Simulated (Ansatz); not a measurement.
Computed with Ansatz on PBE0-D4/def2-TZVP structures; ΔE is electronic, products minus reactants. CCSD(T)/CBS adds triple-zeta CCSD(T) − MP2 to the extrapolated MP2 energy (def2 sets, frozen cores). This one scheme is used for every species, atoms too. DFT in def2-TZVPP. B3LYP here is the variant with VWN-RPA as its local correlation; programs differ in this. No spin–orbit coupling; open shells (•) take unrestricted orbitals. Spin–orbit coupling would lower the free atoms: a little for Cl. One conformer a species, not always the lowest.

Reaction (homolysis of the Cl–Si bond): `C[SiH](O)Cl` → Cl• + `C[SiH]O`•

Problem. What is ΔE at CCSD(T)/CBS? (An estimate is asked.)

Solution. Computed: +119.7 kcal/mol.

Problem. What do these levels give: revPBE-D4, B3LYP-D4, r2SCANh-D4, CAM-B3LYP-D4, ωB97M-V, revPBE, BLYP, PBE0, MP2/def2-TZVPP, SCS-MP2/def2-TZVPP, MP2/def2-QZVPP, SCS-MP2/def2-QZVPP? (Best estimate.)

Solution. Computed: revPBE-D4 113.0, B3LYP-D4 113.9, r2SCANh-D4 115.8, CAM-B3LYP-D4 115.1, ωB97M-V 120.9, revPBE 109.5, BLYP 108.8, PBE0 115.1, MP2/def2-TZVPP 120.8, SCS-MP2/def2-TZVPP 118.0, MP2/def2-QZVPP 123.1, SCS-MP2/def2-QZVPP 120.5 kcal/mol.

Largest T1 diagnostic among the species: 0.013.

In def2-TZVPP, CCSD(T) changes the Hartree–Fock value by +24.0 kcal/mol (the triples alone add +2.2 kcal/mol) and MP2 by +29.3 kcal/mol; breaking electron pairs costs correlation energy, which Hartree–Fock lacks. At CCSD(T), def2-SVP lies −11.1 kcal/mol from the extrapolated value and def2-TZVPP −4.2 kcal/mol: correlation converges slowly with the basis, and small sets miss more of it in the bonded molecule than in its fragments.
